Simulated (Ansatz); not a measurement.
Abridged output of a molecular run in Ansatz:

```
Functional definition: HF
1351 factors; integrals over basis functions are off by at most 1.0e-3 eV
mean field evaluation 1: about -17329.3860 eV, gradient 3.8e1 eV
mean field evaluation 2: about -17329.6205 eV, gradient 3.9e1 eV
mean field evaluation 4: about -17332.6906 eV, gradient 3.8e0 eV
mean field evaluation 8: about -17332.7471 eV, gradient 3.3e-1 eV
mean field -17332.74756008 eV, -636.9667242747 hartree, gradient 5.1e-6 eV, S^2 0.000000; 0 other end points of the search recorded, 0 dependent functions left out
9 core orbitals not correlated: weight in the atoms' cores, before any rotation towards them, 1.000 or more for the frozen orbitals, at most 0.000 for the correlated occupied ones
reference -17332.74756008 eV, -636.9667242747 hartree; 15, 15 occupied and 198, 198 virtual orbitals, 1351 factors
second order -25.25095123 eV of doubles, -0.00000000 eV of singles
cycle   1  -25.51230392 eV  change   -2.6e-1 eV  update   1.1e-1
cycle   2  -26.07562126 eV  change   -5.6e-1 eV  update   3.1e-2
cycle   3  -26.20668155 eV  change   -1.3e-1 eV  update   1.6e-2
cycle   4  -26.19289487 eV  change    1.4e-2 eV  update   3.7e-3
cycle   5  -26.19047537 eV  change    2.4e-3 eV  update   1.6e-3
cycle   6  -26.19115561 eV  change   -6.8e-4 eV  update   5.0e-4
cycle   7  -26.19085801 eV  change    3.0e-4 eV  update   1.7e-4
cycle   8  -26.19077046 eV  change    8.8e-5 eV  update   5.5e-5
cycle   9  -26.19079663 eV  change   -2.6e-5 eV  update   2.1e-5
perturbative correction -0.98679866 eV, -0.0362641819 hartree
Total energy: -17359.92515537 eV, -637.9654824800 hartree
```

Its atoms:

Z-matrix (Å, degrees):
```
C
O 1 1.409
H 1 1.094 2 111.2
H 1 1.094 2 111.2 3 -122.2
H 1 1.089 2 107.5 3 118.9
B 2 1.344 1 124.6 3 60.8
S 6 1.819 2 127.6 1 0.0
F 6 1.328 2 116.9 1 -180.0
H 7 1.341 6 96.9 2 0.0
```

(1) Which basis set was used?
A. def2-SVP
B. def2-TZVPP
C. def2-SVPD
D. cc-pV(Q+d)Z

(2) Write the keys of the input that set method, charge and spin (a neutral closed shell needs none for the last two).

Answers

(1) B. It gives 222 functions.

(2) 
```yaml
correlation: {method: ccsd_t}
```
